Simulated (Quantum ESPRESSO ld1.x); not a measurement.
Q: The table gives one normalised radial function P(r) = r R(r) of Eu30+ in [Ar] 3d10 4s2 4p3 (r in bohr). All-electron calculation, scalar-relativistic Kohn-Sham, LDA (Slater exchange, Perdew-Zunger correlation), spin-polarised, spherical densities, point nucleus; open shells are filled with parallel spins first (spin-orbit coupling, left out, can overturn this in heavy ions). Program: ld1.x of Quantum ESPRESSO 7.5.

r          P
0.001013  0.0000
0.001463  0.0001
0.002097  0.0001
0.003006  0.0004
0.004343  0.0010
0.006225  0.0026
0.008995  0.0072
0.01289   0.0189
0.01848   0.0480
0.0267    0.1197
0.03827   0.2750
0.05485   0.5786
0.07925   1.0917
0.1136    1.7174
0.1641    2.1628
0.2352    1.9982
0.3372    1.2319
0.4872    0.4224
0.6983    0.0664
1.001     0.0033
1.446     0.0000

Which n and l does it have? It may be an empty orbital.

A: n = 3, l = 2: the number of nodes gives n - l - 1 = 0, the rise at small r (about r^(l+1), flatter next to the nucleus through relativity) gives l, and the extent must fit the shell. The curve is that of 3d up; the table hardly tells the two spins apart. 3d up: eigenvalue -2170.0 eV, 0 radial nodes, <r> = 0.221 bohr, 90 % of the charge inside 0.343 bohr.
